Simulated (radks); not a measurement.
Fractional charge and spin in the 5s shell of strontium: the spin-up occupation runs from 0 to 1 and the spin-down occupation from 0 to 1; the fullest corner is Sr, [Kr] 5s(up 1, down 1). All-electron calculation, scalar-relativistic Kohn-Sham, PBEsol, spin-polarised, spherical densities, point nucleus. Program: a radial shooting solver on a logarithmic mesh with Libxc functionals. Energy (eV) minus the two flat planes that join the four corners (they meet along the diagonal where the two added fractions sum to one electron); zero is where a piecewise linear energy would lie.

| down \ up | 0 | 0.5 | 1 |
|---|---|---|---|
| 0 | 0.000 | -0.600 | 0.000 |
| 0.5 | -0.600 | 0.230 | -0.536 |
| 1 | 0.000 | -0.536 | 0.000 |

Corners above the fullest one (they belong to Sr+ and the next ion): (up 1, down 0) 5.666 eV, (up 0, down 1) 5.666 eV, (up 0, down 0) 16.791 eV. With half an added electron in each spin the energy lies 0.230 eV from the planes (fractional-spin error, the static-correlation error of a stretched bond), and with half an added electron in spin up alone -0.600 eV (fractional-charge error). For a frontier s shell over closed shells the exact functional lies on the planes.
